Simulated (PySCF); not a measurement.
MgHg: frontier orbitals

revPBE at R = 3.556 Å; Mg def2-SVPD, Hg def2-SVPD with ECP60; scalar-relativistic core potentials (PySCF 2.14). State: ¹Σ⁺ (singlet), closed shell. Only the outer orbitals are listed, counted within each symmetry, core potentials removing the inner ones.

```json
{"orbital": "6σ", "occ.": "2", "ε (eV)": "-9.93", "on Mg (%)": "1", "main shells (%)": "99 Hg d"}
{"orbital": "3π", "occ.": "2", "ε (eV)": "-9.91", "on Mg (%)": "0", "main shells (%)": "100 Hg d"}
{"orbital": "3π", "occ.": "2", "ε (eV)": "-9.91", "on Mg (%)": "0", "main shells (%)": "100 Hg d"}
{"orbital": "1δ", "occ.": "2", "ε (eV)": "-9.90", "on Mg (%)": "0", "main shells (%)": "100 Hg d"}
{"orbital": "1δ", "occ.": "2", "ε (eV)": "-9.90", "on Mg (%)": "0", "main shells (%)": "100 Hg d"}
{"orbital": "7σ", "occ.": "2", "ε (eV)": "-6.93", "on Mg (%)": "9", "main shells (%)": "91 Hg s"}
{"orbital": "8σ", "occ.": "2", "ε (eV)": "-4.54", "on Mg (%)": "91", "main shells (%)": "90 Mg s"}
{"orbital": "4π", "occ.": "0", "ε (eV)": "-1.60", "on Mg (%)": "80", "main shells (%)": "80 Mg p, 20 Hg p"}
{"orbital": "4π", "occ.": "0", "ε (eV)": "-1.60", "on Mg (%)": "80", "main shells (%)": "80 Mg p, 20 Hg p"}
{"orbital": "9σ", "occ.": "0", "ε (eV)": "-1.60", "on Mg (%)": "65", "main shells (%)": "64 Mg p, 34 Hg p"}
```

**Question.** Which are the highest filled and the lowest empty level, where do they sit, and how wide is the gap?

**Answer.** Highest filled 8σ at -4.54 eV (in %: 90 Mg s); lowest empty 4π at -1.60 eV (in %: 80 Mg p, 20 Hg p); the gap at revPBE is 2.94 eV.

```
bond order (Mayer)                               : 0.25
⟨S²⟩                                             : 0.000
charge on Mg (Mulliken, basis-dependent)         : -0.02
charge on Mg (Löwdin, basis-dependent)           : -0.11
dipole moment (positive dipole means Mg(−)Hg(+)) : 0.06 D
```

Closed-shell solutions of metal pairs were not tested for spin polarisation, which can lower them a little. Spin–orbit coupling is left out.
